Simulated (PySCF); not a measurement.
A structure optimised at PBE-D3(BJ)/def2-SVP, used in a PySCF frequency run:

```xyz
4

Zr     0.0000     0.0000     0.7668
I      2.1219     1.2251    -0.1929
I      0.0000    -2.4502    -0.1929
I     -2.1219     1.2251    -0.1929
```
Charge +1, spin multiplicity 1.

Question: Write its SMILES, formula and point group.

Answer: [I][Zr+]([I])[I], I₃Zr, C3v

Question: What are its rotational constants (standard atomic weights)?

Answer: 0.41747, 0.41747, 0.22111 GHz
